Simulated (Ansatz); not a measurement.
System: CH5AlO2, charge 0, multiplicity 1. SMILES: [CH3][Al]([OH])[OH]
Structure (B3LYP-D3(BJ)/def2-TZVP (Ansatz, a first-principles code) minimum search):
```
Al
O 1 1.7016
H 2 0.9570 1 126.19
O 1 1.7018 2 122.47 3 -0.15
H 4 0.9571 1 125.94 2 0.15
C 1 1.9373 2 118.51 3 179.79
H 6 1.0908 1 111.67 2 176.75
H 6 1.0926 7 108.28 1 122.50
H 6 1.0929 7 108.08 8 115.29
```

Quantity: atomisation energy (electronic, to ground-state atoms), in kcal/mol. Cores are frozen in the correlated levels unless marked. UHF or UKS for open shells. Spin-orbit coupling is left out. No relativistic terms. The coupled-cluster limit lacks core correlation, which all-electron functionals hold. CBS(X,Y): correlation extrapolated as X^-3; Hartree-Fock from the larger set.

```json
[
 {"level": "HF/cc-pV(D+d)Z", "program": "Ansatz", "atomisation energy (kcal/mol)": "577.0"},
 {"level": "PBE0/6-31G*", "program": "Ansatz", "atomisation energy (kcal/mol)": "791.2"},
 {"level": "PBE0-D3(BJ)/def2-TZVPD", "program": "Ansatz + dftd3", "atomisation energy (kcal/mol)": "811.3"},
 {"level": "r2SCANh-D4/def2-TZVPD", "program": "Ansatz + dftd4", "atomisation energy (kcal/mol)": "815.3"},
 {"level": "B2GP-PLYP/def2-TZVPD", "program": "Ansatz", "atomisation energy (kcal/mol)": "809.0"},
 {"level": "MP2/CBS(cc-pV(T+d)Z,cc-pV(Q+d)Z)", "program": "Ansatz", "atomisation energy (kcal/mol)": "845.3"},
 {"level": "SCS-MP2/6-31G", "program": "Ansatz", "atomisation energy (kcal/mol)": "679.6"},
 {"level": "SCS-MP2/aug-cc-pV(D+d)Z", "program": "Ansatz", "atomisation energy (kcal/mol)": "780.6"},
 {"level": "SCS-MP2/aug-cc-pV(T+d)Z", "program": "Ansatz", "atomisation energy (kcal/mol)": "821.0"},
 {"level": "CCSD(T)/CBS(cc-pV(T+d)Z,cc-pV(Q+d)Z)", "program": "Ansatz", "atomisation energy (kcal/mol)": "826.0"}
]
```
